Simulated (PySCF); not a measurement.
Excitation energy of Sr by level of theory

Sr [Kr] 5s2 (1S) → Sr [Kr] 4d1 5s1, s spin flipped, as a difference of total energies. All numbers are calculated (PySCF 2.14, no relativity, point nucleus, in dyall-av2z (22s16p11d, 125 functions)). Correlated levels: valence: [Kr] frozen; virtual orbitals above 40 to 60 times the deepest correlated orbital energy dropped. The calculations carry no spin-orbit coupling.

```
           method  excitation energy (eV)
              UHF                   2.062
    MP2 (valence)                   2.395
SCS-MP2 (valence)                   2.462
```

Problem. How much does correlation contribute at MP2 (valence)?

Solution. 2.395 − (2.062) = 0.333 eV, measured against UHF.

The upper determinant mixes two multiplicities, so it lies between the two terms.

The coupled-cluster amplitudes are large for the upper state (T1 above 0.03 or a double amplitude above 0.15), so a single reference is strained.
